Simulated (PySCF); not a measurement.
ClGeH₆NSi, SMILES N[Si@@H](Cl)[GeH3].

Geometry optimised at PBE0-D3(BJ)/def2-SVP. The structure was generated by enumeration; whether it is a known compound was not checked. Other conformers were not sampled.

Level of theory: PySCF with PBE0-D3(BJ)/def2-SVP.

Frequencies are harmonic and unscaled.

```tsv
mode	ν (cm⁻¹)	IR (km/mol)	moving atoms (share of kinetic energy)
1	84	0.7	H 70 %, Cl 14 %
2	111	1.6	Cl 37 %, H 33 %, Ge 15 %, Si 11 %
3	157	0.6	N 39 %, H 30 %, Ge 17 %, Si 10 %
4	231	13.8	H 27 %, N 27 %, Si 25 %, Cl 20 %
5	292	26.4	H 88 %
6	354	15.0	Si 41 %, H 27 %, Ge 21 %
7	446	82.9	H 64 %, N 24 %, Cl 10 %
8	468	17.1	H 77 %, Si 17 %
9	476	98.4	H 84 %
10	536	129.4	Si 51 %, Cl 29 %, H 16 %
11	693	73.4	H 94 %
12	788	238.0	H 94 %
13	826	38.6	H 92 %
14	874	5.6	H 50 %, N 32 %, Si 18 %
15	885	41.5	H 97 %
16	891	65.1	H 73 %, N 15 %, Si 11 %
17	916	129.9	H 71 %, Si 15 %, N 14 %
18	1547	49.0	H 90 %, N 10 %
19	2145	73.1	H 99 %
20	2154	108.5	H 99 %
21	2166	93.6	H 99 %
22	2256	110.6	H 97 %
23	3601	41.3	H 96 %
24	3701	42.4	H 91 %, N 9 %
```
